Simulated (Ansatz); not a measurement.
C₈H₅N₅, SMILES C1=CC2=CC=NC3=NC=NC(=N1)N23. Atoms are numbered in the order given.

```xyz
18

C      0.0000     2.3869    -1.2589
C      0.0000     1.2489    -2.0400
C      0.0000     0.0000    -1.3960
C      0.0000    -1.2489    -2.0400
C      0.0000    -2.3869    -1.2589
N      0.0000    -2.3814     0.0706
C      0.0000    -1.2208     0.7083
N      0.0000    -1.1870     2.0408
C      0.0000     0.0000     2.6210
N      0.0000     1.1870     2.0408
C      0.0000     1.2208     0.7083
N      0.0000     2.3814     0.0706
N      0.0000     0.0000    -0.0078
H      0.0000     3.3749    -1.7342
H      0.0000     1.2881    -3.1283
H      0.0000    -1.2881    -3.1283
H      0.0000    -3.3749    -1.7342
H      0.0000     0.0000     3.7187
```
Charge 0, spin multiplicity 1.

The structure is a stationary point at PBE0-D3(BJ)/def2-SVP.

Two levels are set side by side: PBE-D3(BJ)/def2-SVP (Ansatz, a quantum-chemistry and plane-wave program) and PBE0-D3(BJ)/def2-SVP (Ansatz). Each level has its own optimised geometry; the coordinates shown are those of the second. Differences are taken from unrounded values.

```csv
quantity,PBE0-D3(BJ)
mean bond length (Å),1.294
bond C1–C2 (Å),1.380
bond C1–N12 (Å),1.330
bond C2–C3 (Å),1.405
bond C3–C4 (Å),1.405
bond C3–N13 (Å),1.388
bond C4–C5 (Å),1.380
bond C5–N6 (Å),1.330
bond N6–C7 (Å),1.324
bond C7–N8 (Å),1.333
bond C7–N13 (Å),1.415
bond N8–C9 (Å),1.321
bond C9–N10 (Å),1.321
bond N10–C11 (Å),1.333
bond C11–N12 (Å),1.324
bond C11–N13 (Å),1.415
bond C1–H14 (Å),1.096
```

Question: What does PBE-D3(BJ) give, and how far is it from PBE0-D3(BJ)? (An estimate is asked for; the answer gives what the named calculation found.)

Answer: 
```json
[
 {"quantity": "mean bond length (Å)", "PBE-D3(BJ)": "1.305", "PBE-D3(BJ) minus PBE0-D3(BJ)": "0.011"},
 {"quantity": "bond C1–C2 (Å)", "PBE-D3(BJ)": "1.391", "PBE-D3(BJ) minus PBE0-D3(BJ)": "0.011"},
 {"quantity": "bond C1–N12 (Å)", "PBE-D3(BJ)": "1.341", "PBE-D3(BJ) minus PBE0-D3(BJ)": "0.012"},
 {"quantity": "bond C2–C3 (Å)", "PBE-D3(BJ)": "1.415", "PBE-D3(BJ) minus PBE0-D3(BJ)": "0.010"},
 {"quantity": "bond C3–C4 (Å)", "PBE-D3(BJ)": "1.415", "PBE-D3(BJ) minus PBE0-D3(BJ)": "0.010"},
 {"quantity": "bond C3–N13 (Å)", "PBE-D3(BJ)": "1.400", "PBE-D3(BJ) minus PBE0-D3(BJ)": "0.011"},
 {"quantity": "bond C4–C5 (Å)", "PBE-D3(BJ)": "1.391", "PBE-D3(BJ) minus PBE0-D3(BJ)": "0.011"},
 {"quantity": "bond C5–N6 (Å)", "PBE-D3(BJ)": "1.341", "PBE-D3(BJ) minus PBE0-D3(BJ)": "0.012"},
 {"quantity": "bond N6–C7 (Å)", "PBE-D3(BJ)": "1.337", "PBE-D3(BJ) minus PBE0-D3(BJ)": "0.013"},
 {"quantity": "bond C7–N8 (Å)", "PBE-D3(BJ)": "1.345", "PBE-D3(BJ) minus PBE0-D3(BJ)": "0.012"},
 {"quantity": "bond C7–N13 (Å)", "PBE-D3(BJ)": "1.431", "PBE-D3(BJ) minus PBE0-D3(BJ)": "0.016"},
 {"quantity": "bond N8–C9 (Å)", "PBE-D3(BJ)": "1.334", "PBE-D3(BJ) minus PBE0-D3(BJ)": "0.013"},
 {"quantity": "bond C9–N10 (Å)", "PBE-D3(BJ)": "1.334", "PBE-D3(BJ) minus PBE0-D3(BJ)": "0.013"},
 {"quantity": "bond N10–C11 (Å)", "PBE-D3(BJ)": "1.345", "PBE-D3(BJ) minus PBE0-D3(BJ)": "0.012"},
 {"quantity": "bond C11–N12 (Å)", "PBE-D3(BJ)": "1.337", "PBE-D3(BJ) minus PBE0-D3(BJ)": "0.013"},
 {"quantity": "bond C11–N13 (Å)", "PBE-D3(BJ)": "1.431", "PBE-D3(BJ) minus PBE0-D3(BJ)": "0.016"},
 {"quantity": "bond C1–H14 (Å)", "PBE-D3(BJ)": "1.105", "PBE-D3(BJ) minus PBE0-D3(BJ)": "0.009"}
]
```

GGA bonds tend to be longer and softer than those of functionals with exact exchange. Differences between two approximate levels are no errors against the true value.
